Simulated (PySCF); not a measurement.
WO2F2, SMILES [O]=[W](=[O])([F])[F], multiplicity 1. Atoms are numbered in the order given.

```xyz
5

W      0.0000     0.0000    -0.0107
O      0.0000     1.3661    -1.0477
O      0.0000    -1.3661    -1.0477
F     -1.5917     0.0000     0.9753
F      1.5917     0.0000     0.9753
```

Coordinates come from a PBE-D3(BJ)/def2-SVP optimisation. The multiplicity is an assumed one; other spin states were not compared. The isomer is the one that the SMILES or the coordinates give; other isomers of the formula were not compared. The def2 effective core potentials stand for the cores of W; spin–orbit coupling is left out.

Calculation: PySCF with PBE-D3(BJ)/def2-SVP.

Frequencies are harmonic and unscaled.

Computed vibrational spectrum:
```json
[
 {"mode": "1", "ν (cm⁻¹)": "171", "IR (km/mol)": "6.6", "moving atoms (share of kinetic energy)": "F 90 %, W 9 %"},
 {"mode": "2", "ν (cm⁻¹)": "209", "IR (km/mol)": "10.9", "moving atoms (share of kinetic energy)": "F 58 %, O 25 %, W 17 %"},
 {"mode": "3", "ν (cm⁻¹)": "248", "IR (km/mol)": "0.0", "moving atoms (share of kinetic energy)": "O 62 %, F 38 %"},
 {"mode": "4", "ν (cm⁻¹)": "251", "IR (km/mol)": "16.0", "moving atoms (share of kinetic energy)": "O 66 %, F 22 %, W 12 %"},
 {"mode": "5", "ν (cm⁻¹)": "351", "IR (km/mol)": "3.3", "moving atoms (share of kinetic energy)": "O 92 %"},
 {"mode": "6", "ν (cm⁻¹)": "693", "IR (km/mol)": "61.7", "moving atoms (share of kinetic energy)": "F 93 %"},
 {"mode": "7", "ν (cm⁻¹)": "703", "IR (km/mol)": "105.3", "moving atoms (share of kinetic energy)": "F 84 %, W 15 %"},
 {"mode": "8", "ν (cm⁻¹)": "983", "IR (km/mol)": "147.5", "moving atoms (share of kinetic energy)": "O 89 %, W 11 %"},
 {"mode": "9", "ν (cm⁻¹)": "1013", "IR (km/mol)": "46.7", "moving atoms (share of kinetic energy)": "O 94 %"}
]
```
